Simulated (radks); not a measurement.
Problem. Te38+, configuration [Ne] 3s2 3p2 (the NIST ground configuration). Method: scalar-relativistic Kohn-Sham, r2SCAN, spin-polarised, spherical densities, finite nucleus; open shells are filled with parallel spins first (spin-orbit coupling, left out, can overturn this in heavy ions); meta-GGA in the generalised Kohn-Sham scheme; Fermi nuclear charge, rms radius 4.7423 fm; computed with a radial shooting solver on a logarithmic mesh with Libxc functionals. Some entries of the table are withheld. Estimate them.

| orbital | occ. | eigenvalue (hartree) | r(max) (bohr) | <r> (bohr) |
|---|---|---|---|---|
| 1s up | 1 | -1248.916 | 0.01793 | 0.02781 |
| 1s down | 1 | -1248.651 | 0.01793 | 0.02780 |
| 2s up | 1 | -259.5838 | 0.1006 | (1) |
| 2s down | 1 | -259.4612 | 0.1006 | (2) |
| 2p up | 3 | (3) | 0.08053 | 0.1030 |
| 2p down | 3 | (4) | 0.08061 | 0.1030 |
| 3s up | 1 | -102.2075 | 0.2720 | 0.2871 |
| 3s down | 1 | -101.3421 | 0.2722 | 0.2878 |
| 3p up | 2 | -96.60078 | 0.2619 | 0.2784 |
| 3p down | 0 | -95.73834 | 0.2620 | 0.2791 |

Solution. 
(1) 2s up <r> (bohr): 0.1180
(2) 2s down <r> (bohr): 0.1180
(3) 2p up eigenvalue (hartree): -242.0476
(4) 2p down eigenvalue (hartree): -241.8052
